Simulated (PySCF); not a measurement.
GeO, SMILES [O]=[Ge] (connectivity only; charge and spin as stated), neutral, multiplicity 1. Atoms are numbered in the order given.

```xyz
2

Ge     0.0000     0.0000    -0.3266
O      0.0000     0.0000     1.3063
```
Charge 0, spin multiplicity 1.

The structure is a stationary point at B3LYP-D3(BJ)/def2-TZVPD.

Calculation: TDDFT-PBE/def2-TZVPD (PySCF 2.14.0).

Vertical excitations; the highest root listed may be one member of a degenerate set.  State labels are in the subgroup C2v.

Computed lowest excited states:
| state | symmetry | energy (eV) | λ (nm) | f | main pairs |
|---|---|---|---|---|---|
| S1 | A2 | 4.67 | 265 | 0.000 | HOMO−2→LUMO+1 50 %, HOMO−1→LUMO 50 % |
| S2 | B1 | 4.78 | 259 | 0.037 | HOMO→LUMO (degenerate set) |
| S3 | B2 | 4.78 | 259 | 0.037 | HOMO→LUMO+1 (degenerate set) |
| S4 | A2 | 4.92 | 252 | 0.000 | HOMO−1→LUMO, HOMO−2→LUMO+1 (degenerate set) |
| S5 | A1 | 4.92 | 252 | 0.000 | HOMO−1→LUMO+1, HOMO−2→LUMO (degenerate set) |
| S6 | A1 | 6.58 | 188 | 0.014 | HOMO−2→LUMO 33 %, HOMO−1→LUMO+1 33 %, HOMO→LUMO+2 28 % |
| S7 | B2 | 7.70 | 161 | 0.059 | HOMO−1→LUMO+2 (degenerate set) |
| S8 | B1 | 7.70 | 161 | 0.059 | HOMO−2→LUMO+2 (degenerate set) |
| S9 | A1 | 7.74 | 160 | 0.005 | HOMO→LUMO+3 71 %, HOMO→LUMO+2 26 % |
| S10 | B1 | 8.03 | 154 | 0.032 | HOMO−2→LUMO+3 99 % |
| T1 | A1 | 3.79 | 327 | 0 | HOMO−1→LUMO+1 50 %, HOMO−2→LUMO 50 % |
| T2 | B2 | 3.80 | 327 | 0 | HOMO→LUMO+1 (degenerate set) |
| T3 | B1 | 3.80 | 327 | 0 | HOMO→LUMO (degenerate set) |
| T4 | A2 | 4.11 | 302 | 0 | HOMO−2→LUMO+1 50 %, HOMO−1→LUMO 50 % |
Triplets are in the Tamm–Dancoff approximation, which puts them higher than full response would, so one can lie above its singlet here.
